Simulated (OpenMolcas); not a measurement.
## 4f9 along the 63-electron sequence

```
Program             : OpenMolcas 26.06
Method              : RASSCF
Basis               : ANO-R2
Scalar Hamiltonian  : X2C, finite nucleus
Spin-orbit coupling : RASSI with atomic mean-field integrals over the reference wave functions, term energies averaged over their components
```

Active space for each ion: 9 electrons in 12 orbitals (RAS2 4f; RAS3 5d, at most 1 electron).

Computed levels in cm-1 above 6H* 15/2:

```csv
Level,Tb2+,Dy3+,Ho4+
6H* 13/2,2863,3546,4259
6H* 11/2,4988,6075,7219
6H* 9/2,6633,8036,9514
6H* 7/2,7927,9575,11326
6F* 11/2,8761,9936,11039
6H* 5/2,8925,10741,12701
6F* 9/2,10077,11356,12596
6F* 7/2,11669,13309,14969
6F* 5/2,12883,14767,16704
weight of 6H* in the lowest level (%),96,95,94
```

Measured, with the error of the calculation in %. Measured levels: Tb2+ from Martin, Zalubas and Hagan, Atomic Energy Levels: The Rare-Earth Elements, NSRDS-NBS 60 (1978).

```
   Level           Tb2+
6H* 13/2    2805 (+2.1)
6H* 11/2    4735 (+5.3)
 6H* 9/2    6258 (+6.0)
 6H* 7/2    7422 (+6.8)
6F* 11/2   6470 (+35.4)
 6H* 5/2    8286 (+7.7)
 6F* 9/2   7622 (+32.2)
 6F* 5/2  10220 (+26.1)
```

The fine-structure level 6H* 5/2 changes by a factor of 1.42 from Tb2+ to Ho4+. Its fourth root runs 9.72, 10.18, 10.62, with steps per unit of Z of 0.46, 0.44; equal steps would mean a (Z - σ)^4 law with constant σ.

6F* 11/2 changes by a factor of 1.26 over the same range, with steps per unit of Z of +1180, +1100 cm-1.

High states are left out of the spin-orbit mixing, which shifts the levels that they would mix with. Without dynamic correlation excited terms often stand tens of per cent too high (terms of higher spin than the ground term too low), and those without a measured partner can miss by more than the paired ones. Computed and measured levels are paired by configuration, term and J; levels that our copy of the source lacks, or whose pairing is in doubt (as where it misses far off the trend of its configuration), stay unpaired and out of the deviations. Levels of configurations outside the active space are missing.

* marks odd parity.
